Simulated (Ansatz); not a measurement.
Stretching the Si1–S2 bond in SiS (multiplicity 1 held). Energies count from the point at 1.938 Å.


R- and RO- levels are restricted; in cc, def2 and unpolarised 6-31G sets they are followed outwards from rest. U- levels take the lowest unrestricted solution at each point, which mixes spins at long bonds. Curves can end on different states.

Frozen-core correlation.

Programs: Ansatz (a first-principles code). Each number belongs to the level named beside it.

Energies in kcal/mol.

```csv
R (Å),U-MP2/cc-pV(D+d)Z,R-SCS-MP2/cc-pV(D+d)Z,U-SCS-MP2/cc-pV(D+d)Z,U-CCSD(T)/cc-pV(D+d)Z
1.550,109.3,109.0,109.0,110.8
1.744,20.9,20.7,20.7,21.7
1.938,0.0,0.0,0.0,0.0
2.132,9.0,9.3,9.3,8.0
2.326,51.3,30.5,50.8,29.5
2.616,82.2,70.0,…,64.7
2.907,108.3,120.3,106.2,93.8
3.392,128.1,169.0,125.6,121.2
3.876,131.4,187.0,128.5,126.6
4.457,133.1,196.9,…,128.3
5.233,133.9,201.3,…,129.2
6.202,134.2,202.5,131.1,129.5
7.752,134.3,202.9,131.2,129.6
```

Problem. What belongs in the gaps?

Solution. 
- 5.233, U-SCS-MP2/cc-pV(D+d)Z: 130.8
- 4.457, U-SCS-MP2/cc-pV(D+d)Z: 130.0
- 2.616, U-SCS-MP2/cc-pV(D+d)Z: 80.3

Doubts at one or more of the structures used: a spin-contaminated determinant (U-MP2/cc-pV(D+d)Z, U-SCS-MP2/cc-pV(D+d)Z, U-CCSD(T)/cc-pV(D+d)Z); a restricted determinant that unrestricted orbitals would lower (R-SCS-MP2/cc-pV(D+d)Z); T1 above 0.05 (U-CCSD(T)/cc-pV(D+d)Z); the program's own flag: large difference (U-CCSD(T)/cc-pV(D+d)Z).
